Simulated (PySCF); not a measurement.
A calculated (BP86, PySCF 2.14, x2c-SVPall, scalar relativity by spin-free X2C-1e) atom or ion has these occupied shells.

```
shell  electrons  orbital energy (eV)  rms radius, mean of both spins (bohr)
 1s α          1              -4883.9                                 0.0805
 1s β          1              -4883.9                                 0.0805
 2s α          1              -553.38                                  0.352
 2s β          1              -552.85                                  0.352
 2p α          3              -460.85                                  0.321
 2p β          3              -460.44                                  0.321
 3s α          1              -79.405                                   1.08
 3s β          1              -77.688                                   1.08
 3p α          3              -55.632                                   1.18
 3p β          3              -53.924                                   1.18
 3d α          2              -21.013                                   1.59
```

Problem. Name the element and its charge.

Solution. Ti²⁺ (titanium, charge +2), in [Ar] 3d2, high-spin 3F determinant.
